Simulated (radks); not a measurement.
Results of a calculation; reference values are marked as such.
Ionisation of the krypton ion Kr+, [Ar] 3d10 4s2 4p5, to Kr2+, [Ar] 3d10 4s2 4p4, under several functionals. Scalar-relativistic Kohn-Sham, spin-polarised, spherical densities, point nucleus; open shells are filled with parallel spins first; a radial shooting solver on a logarithmic mesh with Libxc functionals.

functional                                      E(Kr+) (hartree)  Exc (hartree)  IE (eV)  -e(HOMO) (eV)  <r> HOMO (bohr)  IE error (eV)
BLYP                                                 -2790.20174      -96.57005   24.286         18.949            1.840         -0.074
exchange-only PBE                                    -2788.02821      -94.36373   23.156         17.937            1.854         -1.204
LDA (Slater exchange, Perdew-Wang correlation)       -2786.31942      -92.63984   24.664         19.299            1.833         +0.304
exchange-only LDA                                    -2783.09561      -89.36503   23.034         17.797            1.847         -1.326
PBEsol                                               -2787.96167      -94.30570   24.396         19.090            1.832         +0.036
PW91                                                 -2790.31075      -96.69098   24.463         19.152            1.834         +0.103
RPBE                                                 -2789.99515      -96.37087   24.310         19.033            1.837         -0.050
BP86                                                 -2790.45154      -96.83107   24.529         19.206            1.832         +0.169
XLYP                                                 -2790.55912      -96.93190   24.312         18.975            1.842         -0.048
B86b exchange with PBE correlation                   -2790.20721      -96.58423   24.406         19.103            1.834         +0.046

NIST Atomic Spectra Database: 24.360 eV (measured). Closest: PBEsol. The Delta-SCF values span 1.63 eV, the total energies 7.46 hartree. The highest occupied level is 4p. Open shells are spherical and high-spin; term and fine-structure splittings are not resolved.
